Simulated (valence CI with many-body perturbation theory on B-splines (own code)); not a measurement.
# Forbidden lines of Ho61+

Calculated by relativistic CI+MBPT: four valence electrons over a frozen Dirac-Fock core [He], a basis of 11 s, 11 p, 9 d, 7 f, 5 g, 2 h, 1 i functions for each j, with the one-electron correlation potential Σ1, the two-electron term Σ2, the three-electron term Σ3, Breit, model QED; selected CI, second order for the rest (own B-spline code, finite nucleus).

No measured spectrum was set against this ion. As an estimate, large intervals hold to a few tenths of a per cent, small ones and those within an open d or f shell to about a per cent. Among the levels kept, up to 280 cm⁻¹ of a level comes from second order outside the variational space, and about a tenth of that is noise between levels of different J, which matters for small intervals.

Lines 1 to 50 of 57 in falling wavelength, among levels below 9910.8 eV, chosen from the decays that carry over 1 % of a level's rate. Wavelengths and rates use the calculated energies. Electric multipoles are in the length gauge, E1 and E2 with the static RPA response of the core. S is in atomic units (e²a₀⁴ for E2 and M2, e²a₀⁶ for E3), for M1 in squared Bohr magnetons. Weak lines are less certain than strong ones. Lines between different terms over intervals too small for the method are left out, as are lines whose strength nearly cancels. The highest levels of a list are the least certain.

Levels are named by their leading jj configuration (3d3/2^4 stands for four electrons in 3d with j = 3/2), which in mixed levels can hold well under half, so a name can repeat and another be missing. Letters in brackets count levels of one name in rising energy.

```
λ vac (Å)                           Upper                       Lower  Type   A (s⁻¹)  S (a.u.)
    13.90          (2s^2 2p1/2 2p3/2) J=1          (2s^2 2p1/2^2) J=0    M1  4.45e+09  1.33e+00
    13.63          (2s^2 2p1/2 2p3/2) J=2          (2s^2 2p1/2^2) J=0    E2  1.52e+07  3.19e-05
    13.62          (2s^2 2p3/2 3d5/2) J=4      (2s^2 2p1/2 3d5/2) J=3    M1  3.49e+09  2.94e+00
    13.61              (2s^2 2p3/2^2) J=2      (2s^2 2p1/2 2p3/2) J=2    M1  3.52e+09  1.65e+00
    13.35              (2s^2 2p3/2^2) J=2      (2s^2 2p1/2 2p3/2) J=1    M1  3.53e+09  1.55e+00
    12.61              (2s^2 2p3/2^2) J=0      (2s^2 2p1/2 2p3/2) J=1    M1  8.07e+09  5.99e-01
    1.676          (2s^2 2p3/2 3p1/2) J=2          (2s^2 2p3/2^2) J=0    E2  2.97e+11  1.75e-05
    1.672          (2s^2 2p1/2 3p1/2) J=1      (2s^2 2p1/2 2p3/2) J=2    E2  8.01e+11  2.80e-05
    1.671          (2s 2p1/2^2 3p1/2) J=0      (2s 2p1/2^2 2p3/2) J=2    E2  1.58e+12  1.83e-05
    1.668          (2s^2 2p1/2 3p1/2) J=1      (2s^2 2p1/2 2p3/2) J=1    E2  7.96e+11  2.75e-05
    1.664          (2s^2 2p3/2 3p1/2) J=1          (2s^2 2p3/2^2) J=2    E2  8.16e+11  2.79e-05
    1.663          (2s^2 2p3/2 3p1/2) J=2          (2s^2 2p3/2^2) J=2    E2  1.11e+12  6.31e-05
    1.662          (2s^2 2p1/2 3p1/2) J=0      (2s^2 2p1/2 2p3/2) J=2    E2  1.56e+12  1.77e-05
    1.647          (2s^2 2p3/2 3d5/2) J=4  (2s 2p1/2 2p3/2^2) J=2 [b]    E2  2.00e+09  1.95e-07
    1.633      (2s 2p1/2 2p3/2 3p3/2) J=4  (2s 2p1/2 2p3/2^2) J=2 [b]    E2  5.32e+10  4.97e-06
    1.629          (2s^2 2p3/2 3d5/2) J=4      (2s 2p1/2 2p3/2^2) J=3    E2  1.25e+10  1.15e-06
    1.616      (2s 2p1/2 2p3/2 3p3/2) J=4      (2s 2p1/2 2p3/2^2) J=3    E2  4.75e+11  4.20e-05
    1.615  (2s 2p1/2 2p3/2 3p3/2) J=0 [b]  (2s 2p1/2 2p3/2^2) J=2 [b]    E2  8.48e+11  8.33e-06
    1.614          (2s^2 2p3/2 3p3/2) J=2          (2s^2 2p3/2^2) J=0    E2  3.20e+11  1.57e-05
    1.613  (2s 2p1/2 2p3/2 3p3/2) J=1 [e]  (2s 2p1/2 2p3/2^2) J=2 [b]    E2  4.89e+11  1.43e-05
    1.611  (2s 2p1/2 2p3/2 3p3/2) J=1 [e]  (2s 2p1/2 2p3/2^2) J=1 [a]    E2  4.26e+11  1.24e-05
    1.611          (2s 2p1/2^2 3p3/2) J=2      (2s 2p1/2^2 2p3/2) J=2    E2  5.43e+11  2.63e-05
    1.610          (2s^2 2p1/2 3p3/2) J=2      (2s^2 2p1/2 2p3/2) J=2    E2  5.45e+11  2.63e-05
    1.609          (2s^2 2p1/2 3p3/2) J=1      (2s^2 2p1/2 2p3/2) J=2    E2  3.93e+11  1.14e-05
    1.609          (2s^2 2p3/2 3p3/2) J=3          (2s^2 2p3/2^2) J=2    E2  6.10e+11  4.11e-05
    1.609          (2s^2 2p3/2 3p3/2) J=1          (2s^2 2p3/2^2) J=2    E2  6.09e+11  1.76e-05
    1.607      (2s 2p1/2 2p3/2 3p3/2) J=4  (2s 2p1/2 2p3/2^2) J=2 [a]    E2  3.08e+10  2.66e-06
    1.606          (2s^2 2p1/2 3p3/2) J=2      (2s^2 2p1/2 2p3/2) J=1    E2  2.39e+11  1.14e-05
    1.606          (2s^2 2p1/2 3p3/2) J=1      (2s^2 2p1/2 2p3/2) J=1    E2  3.86e+11  1.10e-05
    1.598          (2s^2 2p3/2 3p3/2) J=0          (2s^2 2p3/2^2) J=2    E2  1.60e+12  1.49e-05
    1.596  (2s 2p1/2 2p3/2 3p3/2) J=1 [e]      (2s 2p1/2 2p3/2^2) J=3    E2  2.89e+11  8.03e-06
    1.590  (2s 2p1/2 2p3/2 3p3/2) J=0 [b]  (2s 2p1/2 2p3/2^2) J=2 [a]    E2  2.18e+11  1.97e-06
    1.587      (2s 2p1/2 2p3/2 3d5/2) J=5      (2s 2p1/2 2p3/2^2) J=3    M2  3.49e+10  3.45e-06
    1.587      (2s 2p1/2 2p3/2 3d5/2) J=5      (2s 2p1/2 2p3/2^2) J=3    E3  1.86e+09  1.65e-06
    1.580          (2s^2 2p3/2 3d5/2) J=4          (2s^2 2p3/2^2) J=2    M2  3.34e+10  2.64e-06
    1.580          (2s^2 2p3/2 3d5/2) J=4          (2s^2 2p3/2^2) J=2    E3  2.44e+09  1.71e-06
    1.455          (2s^2 2p3/2 3d5/2) J=4      (2s 2p1/2^2 2p3/2) J=2    E2  6.29e+09  3.30e-07
    1.445      (2s 2p1/2 2p3/2 3p3/2) J=4      (2s 2p1/2^2 2p3/2) J=2    E2  8.50e+11  4.30e-05
    1.442  (2s 2p1/2 2p3/2 3p3/2) J=1 [e]      (2s 2p1/2^2 2p3/2) J=1    E2  4.72e+11  7.88e-06
    1.440          (2s^2 2p1/2 3p3/2) J=2          (2s^2 2p1/2^2) J=0    E2  7.63e+11  2.11e-05
    1.439          (2s^2 2p3/2 3p3/2) J=3      (2s^2 2p1/2 2p3/2) J=2    E2  3.95e+11  1.52e-05
    1.439          (2s^2 2p3/2 3p3/2) J=1      (2s^2 2p1/2 2p3/2) J=2    E2  8.01e+11  1.32e-05
    1.436          (2s^2 2p3/2 3p3/2) J=3      (2s^2 2p1/2 2p3/2) J=1    E2  5.65e+11  2.15e-05
    1.434          (2s^2 2p3/2 3p3/2) J=2      (2s^2 2p1/2 2p3/2) J=2    E2  6.55e+11  1.77e-05
    1.431          (2s^2 2p3/2 3p3/2) J=2      (2s^2 2p1/2 2p3/2) J=1    E2  2.86e+11  7.66e-06
    1.430          (2s^2 2p3/2 3p3/2) J=0      (2s^2 2p1/2 2p3/2) J=2    E2  9.18e+11  4.90e-06
    1.422      (2s 2p1/2 2p3/2 3d5/2) J=5      (2s 2p1/2^2 2p3/2) J=2    E3  4.74e+09  1.95e-06
    1.416          (2s^2 2p3/2 3d5/2) J=4      (2s^2 2p1/2 2p3/2) J=2    M2  1.75e+10  7.99e-07
    1.416          (2s^2 2p3/2 3d5/2) J=4      (2s^2 2p1/2 2p3/2) J=2    E3  1.94e+09  6.31e-07
    1.413          (2s^2 2p3/2 3d5/2) J=4      (2s^2 2p1/2 2p3/2) J=1    E3  3.32e+09  1.07e-06
```
